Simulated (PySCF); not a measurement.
A calculated (MN15, PySCF 2.14, ANO-RCC-VTZP, the spin-free X2C one-electron Hamiltonian (Gaussian nucleus)) atom or ion has these occupied shells.

| shell | electrons | orbital energy (eV) | rms radius, mean of both spins (bohr) |
| --- | --- | --- | --- |
| 1s β | 1 | -9532.0 | 0.0580 |
| 1s α | 1 | -9531.9 | 0.0580 |
| 2s α | 1 | -1165.3 | 0.247 |
| 2s β | 1 | -1165.2 | 0.247 |
| 2p α | 3 | -1026.3 | 0.219 |
| 2p β | 3 | -1026.0 | 0.219 |
| 3s α | 1 | -147.03 | 0.740 |
| 3s β | 1 | -146.54 | 0.740 |
| 3p α | 3 | -105.01 | 0.772 |
| 3p β | 3 | -104.15 | 0.772 |
| 3d α | 5 | -31.591 | 0.965 |
| 3d β | 4 | -30.447 | 0.965 |
| 4s α | 1 | -17.727 | 2.47 |
| 4s β | 1 | -17.578 | 2.47 |

(1) Name the element and its charge.

## Answers

(1) Zn+ (zinc, charge +1), in [Ar] 3d9 4s2, 2D determinant (an excited configuration).
